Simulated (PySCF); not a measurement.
Deuteron quadrupole couplings in `CO[C@@H](C(C)=O)[Si@@H](F)OC`

Compound: C₅H₁₁FO₃Si.
Geometry (GFN2-xTB, Å), atoms numbered from 1 in this order:
```xyz
21
C5H11FO3Si angstrom
C     -0.7831   -1.8825    1.1095
O     -1.1217   -0.5675    0.7508
C     -0.7777   -0.2297   -0.5817
C     -1.6643    0.8467   -1.1405
C     -2.4846    1.5963   -0.1381
O     -1.6371    1.1059   -2.3227
Si     0.9768    0.5304   -0.6980
F      0.9609    1.8837    0.1834
O      1.9536   -0.5276    0.0193
C      3.2841   -0.3401    0.4339
H      0.2900   -2.0661    1.0055
H     -1.3295   -2.6109    0.4964
H     -1.0735   -1.9971    2.1527
H     -0.8549   -1.1043   -1.2367
H     -3.1193    2.3246   -0.6352
H     -3.0796    0.8957    0.4429
H     -1.8063    2.0960    0.5505
H      1.3736    0.9611   -2.0220
H      3.9174   -0.1025   -0.4212
H      3.3451    0.4732    1.1573
H      3.6211   -1.2685    0.8934
```

Level: PBE0/pcSseg-1 (PySCF, non-relativistic); Q(2H) = 0.00286 b; rigid geometry, the same for H and D, with no vibrational averaging.

**Question.** Rank these positions by the coupling χzz of a deuteron there, largest first.
A. H20 (methyl hydrogen)
B. H18 (Si–H hydrogen)
C. H12 (methyl hydrogen)
D. H17 (methyl hydrogen)

**Answer.** D (208 kHz), A (200 kHz), C (194 kHz), B (112 kHz).

**Question.** Give the electric field gradient Vzz (the principal value of largest size), its asymmetry and the 2H coupling at each hydrogen.

**Answer.** 
```csv
atom,bonded to,bond length (Å),Vzz (au),η,χzz (kHz)
H11,C1,1.094,0.2877,0.07,193
H12,C1,1.098,0.2888,0.09,194
H13,C1,1.089,0.3057,0.07,205
H14,C3,1.095,0.2938,0.11,197
H15,C5,1.086,0.3146,0.01,211
H16,C5,1.087,0.3130,0.04,210
H17,C5,1.088,0.3101,0.04,208
H18,Si7,1.448,0.1666,0.00,112
H19,C10,1.090,0.3001,0.09,202
H20,C10,1.090,0.2982,0.08,200
H21,C10,1.089,0.3028,0.07,203
```

**Question.** Average by the element that carries the hydrogen.

**Answer.** on C: 203 kHz over 10 positions, mean bond length 1.091 Å; on Si: 112 kHz over 1 position, mean bond length 1.448 Å.

**Question.** How does χzz go with the bond length over the 10 C–H bonds?

**Answer.** A straight-line fit has a slope of -15.9 kHz for each 0.01 Å, with a correlation coefficient of -0.91, over lengths from 1.086 to 1.098 Å. The longer bonds have the smaller couplings here.

The structure is a single GFN2-xTB conformer in the gas phase; no vibrational or solvent corrections. GFN2-xTB bond lengths can be off by several hundredths of an ångström, more for odd bonds, and the gradients follow them. With so small a basis the couplings can be 20 % off.

These values come from a run that also computed NMR shieldings. The run took 1.8 min wall (with the writing of density and orbital grids) on an Intel Xeon at 2.70 GHz with one thread, no GPU, on a shared host, and the process peaked at 1.1 GiB of memory.
